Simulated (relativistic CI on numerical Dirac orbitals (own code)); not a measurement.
## Rh²⁺: 3p photoemission

Computed with this model: Dirac-Coulomb-Breit CI, orbitals from a KLI potential per configuration, QED by a radiative potential, valence Slater integrals scaled by 0.8, multiplet model of photoemission in the sudden approximation; configurations [Kr] 4d7 → [Ne] 3s2 3p5 3d10 4s2 4p6 4d7; 300 K; Lorentzian 2 eV and Gaussian 0.6 eV FWHM. Energies are those of the free ion, without screening or charge transfer. The energies are binding energies and can lie tens of eV above those of solids. S is read from ⟨S²⟩ = S(S + 1).

Field parameters in Wybourne normalisation: D4h B²₀ = −7Ds, B⁴₀ = 21(Dq − Dt), B⁴₄ = 21√(5/14) Dq. The field is a parameter set, without covalency.

free ion: ground-state S = 1.48, centroid 539.48 eV. Peaks (eV, height): 531.0 (100), 556.4 (55).

D4h, 10Dq = 21200, Ds = -1500, Dt = -190 cm⁻¹: ground-state S = 0.53, centroid 539.73 eV. Peaks (eV, height): 531.2 (100), 556.6 (54).

Strongest unbroadened transitions for free ion:

```csv
Energy (eV),Relative strength
530.58,100.0
530.91,46.2
531.04,21.3
531.10,36.2
531.14,60.7
531.42,9.4
531.65,16.0
532.21,1.0
532.54,2.0
532.69,5.3
532.86,1.6
532.98,1.0
533.02,1.4
533.07,1.9
533.44,1.0
556.26,61.3
556.37,84.3
556.65,7.8
```
